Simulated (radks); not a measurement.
Results of a calculation; reference values are marked as such.
How relativity changes the ionisation of neutral gallium ([Ar] 3d10 4s2 4p1) to Ga+ ([Ar] 3d10 4s2). Spin-unpolarised spherical Kohn-Sham, PBE, point nucleus unless stated (finite: rms radius 3.9973 fm), a radial shooting solver on a logarithmic mesh with Libxc functionals. A level marked "c x" has the speed of light scaled by that factor and shares open shells by 2j + 1; other Dirac levels either fill j = l - 1/2 first or share by 2j + 1.

non-rel.: E(Ga) (hartree) -1924.56372; E(Ga+) (hartree) -1924.35344; IE (eV) 5.722; HOMO 4p; <r> HOMO (bohr) 3.424
scalar-rel.: E(Ga) (hartree) -1943.93783; E(Ga+) (hartree) -1943.72879; IE (eV) 5.688; HOMO 4p; <r> HOMO (bohr) 3.426
scalar-rel., finite nucleus: E(Ga) (hartree) -1943.92721; E(Ga+) (hartree) -1943.71818; IE (eV) 5.688; HOMO 4p; <r> HOMO (bohr) 3.426
Dirac, 2j+1 shares: E(Ga) (hartree) -1944.01869; E(Ga+) (hartree) -1943.80960; IE (eV) 5.690; HOMO 4p3/2; <r> HOMO (bohr) 3.449
Dirac, low j first: E(Ga) (hartree) -1944.02152; E(Ga+) (hartree) -1943.80960; IE (eV) 5.767; HOMO 4p1/2; <r> HOMO (bohr) 3.388
Dirac, 2j+1 shares, finite nucleus: E(Ga) (hartree) -1944.00807; E(Ga+) (hartree) -1943.79897; IE (eV) 5.690; HOMO 4p3/2; <r> HOMO (bohr) 3.449
Dirac, c x 1.5: E(Ga) (hartree) -1933.08896; E(Ga+) (hartree) -1932.87921; IE (eV) 5.708; HOMO 4p3/2; <r> HOMO (bohr) 3.435
Dirac, c x 5: E(Ga) (hartree) -1925.32328; E(Ga+) (hartree) -1925.11305; IE (eV) 5.721; HOMO 4p3/2; <r> HOMO (bohr) 3.425
Dirac, c x 10: E(Ga) (hartree) -1924.75347; E(Ga+) (hartree) -1924.54320; IE (eV) 5.722; HOMO 4p3/2; <r> HOMO (bohr) 3.425

NIST Atomic Spectra Database: 5.999 eV (measured). The relativistic part of the total energy of Ga is -19.44 hartree (Dirac, 2j+1 shares, finite nucleus), 1 % of the non-relativistic value. Spin polarisation and multiplet splitting of open shells are left out at every level.

Beside tabulated values, note that spin-unpolarised runs miss the spin-polarisation part of the exchange energy of open shells.
